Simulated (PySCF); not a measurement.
## How methods differ on the excitation energy of Mn

Mn [Ar] 3d5 4s2 (6S) → Mn [Ar] 3d7 (4F), as a difference of total energies. Calculation: PySCF 2.14, in dyall-av2z (16s12p7d2f, 101 functions); the non-relativistic Hamiltonian (point nucleus). Correlated levels: valence: [Ar] frozen; virtual orbitals above 40 to 60 times the deepest correlated orbital energy dropped. The calculations carry no spin-orbit coupling.

| method | excitation energy (eV) |
| --- | --- |
| UHF | 8.679 |
| LDA | 4.150 |
| PBE | 4.036 |
| PBE0 | 5.046 |
| r2SCAN | 4.837 |
| TPSS | 3.944 |
| B2PLYP | 5.099 |
| wB97X-V | 4.809 |
| wB97M-V | 5.018 |
| MP2 (valence) | 5.931 |
| SCS-MP2 (valence) | 5.757 |

Task: How much does correlation contribute at MP2 (valence)?

Result: 5.931 − (8.679) = -2.748 eV, measured against UHF.

A first-order spin-orbit estimate (lowest level to lowest level, LS coupling) adds -0.052 eV.
